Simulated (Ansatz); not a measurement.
Ca₄. Total charge 0; triplet. Geometry r2SCAN/def2-TZVP, that of the charge +1 doublet.

| atom | x (Å) | y (Å) | z (Å) |
| --- | --- | --- | --- |
| Ca1 | 0.4043 | -1.3830 | -1.7451 |
| Ca2 | 0.0545 | -1.3578 | 1.8565 |
| Ca3 | -2.0425 | 1.0844 | 0.0711 |
| Ca4 | 1.5837 | 1.6564 | -0.1825 |

At r2SCAN/def2-TZVP the charge 0 triplet is spin-contaminated (final ⟨S²⟩ up to 2.18, 2.00 for a pure state). At PBE0/def2-TZVP a singlet of charge 0 lies 0.60 eV below the triplet at the same geometry. The structure comes from a short search, and lower isomers may exist.

(1) Estimate the α-spin orbital energies around the gap (eV) in Ansatz with PBE/def2-TZVP, r2SCAN/def2-TZVP, PBE0/def2-TZVP.

## Answers

(1) 
| orbital | PBE/def2-TZVP | r2SCAN/def2-TZVP | PBE0/def2-TZVP |
| --- | --- | --- | --- |
| HOMO−5 | -26.96 | -27.98 | -29.66 |
| HOMO−4 | -5.24 | -5.48 | -6.36 |
| HOMO−3 | -3.54 | -3.81 | -4.17 |
| HOMO−2 | -3.48 | -3.52 | -4.04 |
| HOMO−1 | -3.47 | -3.50 | -4.03 |
| HOMO | -2.58 | -2.75 | -3.12 |
| LUMO | -2.04 | -2.01 | -1.60 |
| LUMO+1 | -2.01 | -2.00 | -1.53 |
| LUMO+2 | -2.00 | -1.95 | -1.52 |
| LUMO+3 | -1.98 | -1.95 | -1.49 |
| LUMO+4 | -1.86 | -1.80 | -1.38 |
| LUMO+5 | -1.51 | -1.45 | -0.85 |
| β HOMO | -3.32 | -3.44 | -3.88 |
| β LUMO | -2.92 | -2.69 | -2.50 |
